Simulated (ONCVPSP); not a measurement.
# What one change does to a pseudopotential (Mn (Z = 25), ONCV)

- Element: Mn
- Generator: ONCVPSP 4.0.1
- Type: optimised norm-conserving Vanderbilt (ONCV)
- Functional: PBE
- Relativity: scalar-relativistic
- Frozen core: [Ne] 3s2
- Valence charge: 13
- Reference configuration: 3p6 3d5 4s2
- Partial waves: 4s: rc 2.10 bohr, ncon 3, nbas 7, qcut 2.8 1/bohr, 1 projector; 3p: rc 1.30 bohr, ncon 4, nbas 7, qcut 9.5 1/bohr, 2 projectors, debl 3.2 Ha; 3d: rc 1.05 bohr, ncon 4, nbas 9, qcut 13.2 1/bohr, local
- Local potential: the d channel
- Core correction: Teter function, fcfact 3.25, rcfact 1.4

All-electron outer shells of the reference configuration (PBE, scalar-relativistic, ld1.x):

```
shell  level (eV)  outermost node (bohr)  outermost maximum (bohr)
   3s      -85.88                   0.34                      0.74
   3p      -54.59                   0.31                      0.75
   3d       -6.77                      –                      0.76
   4s       -5.11                   1.05                      2.51
```

Change: d: nproj 1; local potential polynomial inside 0.85 bohr (lpopt 5, dvloc0 6 Ha).

Cutoffs: the cutoffs (Ha) at which the residual kinetic energy of the hardest occupied pseudo-wave falls to 1 and 0.1 mHa per electron; they do not see the model core or the augmentation charge, which bear on the density cutoff. Errors are all-electron minus pseudo energies relative to the spin-unpolarised reference configuration.

Task: How do hardness, ghosts and transferability respond?

Result: The potential gets neither clearly harder nor softer (72 Ha and 81 Ha → 72 Ha and 81 Ha); both files keep a bound ghost (s); the lowest positive-energy flag moves from s at 21.3 eV to none; of the 3 tests that both files solve, the error grows in 2 and shrinks in 0 by more than 15 % and 0.3 meV (median size 14.8 → 22.6 meV); the range in which the p phases agree widens (upper end 2.3 → at the end of the scan).

| quantity | base | changed |
| --- | --- | --- |
| cutoff, loose | 72 Ha | 72 Ha |
| cutoff, tight | 81 Ha | 81 Ha |
| bound ghosts | s | s |
| GHOST(+) flags under 300 eV | s at 21.3 eV, p at 69.4 eV | none |
| tests with a reliable result | 3 of 4 | 3 of 4 |
| error for 3p6 3d5 4s1, meV [ΔE 8.42 eV] | -2.7 | -4.0 |
| error for 3p6 3d5 4s0, meV [ΔE 24.02 eV] | -22 | -23 |
| error for 3p6 3d5 4s0 4p2, meV [ΔE 7.93 eV] | -15 | -23 |
| s: phases at 2.13 bohr within 0.05 rad from the reference energy up to (Ha; the scan ends near 5) | 0.3 | 1.2 |
| p: phases at 1.32 bohr within 0.05 rad from the reference energy up to (Ha; the scan ends near 5) | 2.3 | to the end of the scan |
| d: phases at 1.06 bohr within 0.05 rad from the reference energy up to (Ha; the scan ends near 5) | 3.9 | 4.7 |
| rms error of d²Exc/dni dnj with the model core, mHa | 3.00 | 2.99 |

 A true bound ghost makes a file unfit for plane-wave use even where its test errors are small: the radial tests pick states by their node count and pass the ghost by.
